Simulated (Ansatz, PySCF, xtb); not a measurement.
Energy difference R1 + R2 → P1 + P2, each structure at its B3LYP-D3(BJ)/def2-TZVP stationary point, reached from a drawn start (curvature not checked).
R1: H7NSi2 (SMILES [SiH3]N[SiH3]), charge 0, multiplicity 1.
R2, H2O (SMILES O) (charge 0, multiplicity 1):
| atom | x (Å) | y (Å) | z (Å) |
|---|---|---|---|
| O | 0.0000 | 0.0000 | 0.3896 |
| H | 0.0000 | 0.7650 | -0.1949 |
| H | 0.0000 | -0.7650 | -0.1949 |
P1: H5NSi (SMILES N[SiH3]), charge 0, multiplicity 1.
P2, H4OSi (SMILES O[SiH3]) (charge 0, multiplicity 1):
```xyz
6

O      1.171    -0.391    -0.343
Si    -0.399     0.019    -0.027
H      1.863    -0.022     0.212
H     -0.806    -0.389     1.340
H     -1.210    -0.699    -1.029
H     -0.618     1.482    -0.153
```

P less R. No zero-point or thermal terms.

Correlated levels freeze the cores. CBS: X⁻³ extrapolation of the correlation energy, Hartree–Fock from the larger set.

The values were computed with Ansatz (a first-principles code) with Gaussian orbitals; PySCF for the D3/D4 terms; xtb for the GFN methods. All values are computed, each at the level named.

```
level                                  reaction energy (kcal/mol)
-------------------------------------  --------------------------
GFN2-xTB                                                   -18.16
HF/cc-pV(D+d)Z                                              -8.10
PBE0-D3(BJ)/def2-TZVPP                                      -6.46
B2PLYP-D3(BJ)/def2-TZVPP                                    -7.34
MP2/CBS(cc-pV(T+d)Z, cc-pV(Q+d)Z)                           -6.89
SCS-MP2/cc-pV(Q+d)Z                                         -7.66
CCSD(T)/cc-pV(T+d)Z                                           ___
CCSD(T)/cc-pV(Q+d)Z                                           ___
CCSD(T)/CBS(cc-pV(T+d)Z, cc-pV(Q+d)Z)                         ___
```

### Question
Fill in the missing entries.

### Answer

- CCSD(T)/cc-pV(T+d)Z, reaction energy (kcal/mol): -7.16
- CCSD(T)/cc-pV(Q+d)Z, reaction energy (kcal/mol): -7.02
- CCSD(T)/CBS(cc-pV(T+d)Z, cc-pV(Q+d)Z), reaction energy (kcal/mol): -6.97
